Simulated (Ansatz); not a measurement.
AgSiH4O4 (charge +1), closed shell: a pair in one relaxed arrangement.

Input (in.yaml):

```yaml
crystal:
  periodic: [false, false, false]
  atoms:
    - {symbol: Ag, position_ang: [-0.951587, -1.899123, -1.947021]}
    - {symbol: O, position_ang: [-0.914294, -1.131465, 0.291593]}
    - {symbol: Si, position_ang: [0.129056, 0.155139, 0.191089]}
    - {symbol: O, position_ang: [0.169826, 0.129268, -1.467737]}
    - {symbol: O, position_ang: [1.559998, -0.202138, 0.818667]}
    - {symbol: O, position_ang: [-0.411329, 1.520427, 0.835217]}
    - {symbol: H, position_ang: [-1.101422, -1.540530, 1.140608]}
    - {symbol: H, position_ang: [0.797227, 0.676131, -1.947792]}
    - {symbol: H, position_ang: [1.971253, 0.363797, 1.475567]}
    - {symbol: H, position_ang: [-1.248628, 1.928593, 0.609608]}
basis:
  gaussian: {orbitals: "def2-TZVPPD.json"}
total_charge: 1
hamiltonian: {xc: {name: B97M-V}}
```

The basis file named in the input lies beside it (Basis Set Exchange, JSON).

Command:

```bash
ansatz run in.yaml --threads 2 --pin off --events-out ev --progress --plain --max-ram 22528MiB --backend cuda --devices 0, --max-vram 18GiB
```

Output of Ansatz 0.2.0:

```
Functional definition: B97M-V
  name "B97M-V"
  cite "Mardirossian & Head-Gordon, J. Chem. Phys. 142, 074111 (2015) doi:10.1063/1.4907719"
  cite "Becke, J. Chem. Phys. 107, 8554 (1997) doi:10.1063/1.475007"
  cite "Vydrov & Van Voorhis, J. Chem. Phys. 133, 244103 (2010) doi:10.1063/1.3521275"
  # Of w^i u^j: cxij and so on, Table III.
  parameter cx00 = 1.000
  parameter cx01 = 1.308
  parameter cx02 = 1.901
  parameter cx10 = 0.416
  parameter cx11 = 3.070
  parameter css00 = 1.000
  parameter css02 = -1.855
  parameter css10 = -5.668
  parameter css32 = -20.497
  parameter css42 = -20.364
  parameter cos00 = 1.000
  parameter cos01 = 1.573
  parameter cos03 = -6.298
  parameter cos10 = 2.535
  parameter cos32 = -6.427
  parameter b = 6.0
  parameter c = 0.01
  gx(w, u) = cx00 + cx01*u + cx02*u^2 + (cx10 + cx11*u)*w
  gss(w, u) = css00 + css02*u^2 + css10*w + (css32*w^3 + css42*w^4)*u^2
  gos(w, u) = cos00 + cos01*u + cos03*u^3 + cos10*w + cos32*w^3*u^2
  exchange = spin_sum(e_x_unif_s*gx(b97_w, b97_u_x))
  correlation = spin_sum(e_c_pw_mod_same_spin*gss(b97_w, b97_u_same))
      + integral(e_c_pw_mod_opposite_spin*gos(b97_w_opposite, b97_u_opposite)) + vv10(b, c)
1621 factors; their error is unknown
mean field evaluation 1: about -20100.8492 eV, gradient 1.4e2 eV
mean field evaluation 2: about -19980.8837 eV, gradient 2.6e2 eV
mean field evaluation 4: about -20129.2360 eV, gradient 2.0e1 eV
mean field evaluation 8: about -20129.7791 eV, gradient 2.1e-1 eV
mean field evaluation 16: about -20129.7613 eV, gradient 4.8e-4 eV
mean field -20129.76129346 eV, -739.7550830922 hartree, gradient 2.2e-5 eV, S^2 0.000000; 0 other end points of the search recorded, 0 dependent functions left out
reference -20129.76139259 eV, -739.7550867352 hartree; 34, 34 occupied and 298, 298 virtual orbitals, 1621 factors
Total energy: -20129.76139259 eV, -739.7550867352 hartree
```

The run took 2.5 s on 2 CPU threads of an AMD EPYC 7R13 and a share of one NVIDIA H100 (shared host), with 0.96 GiB of host memory at its peak.
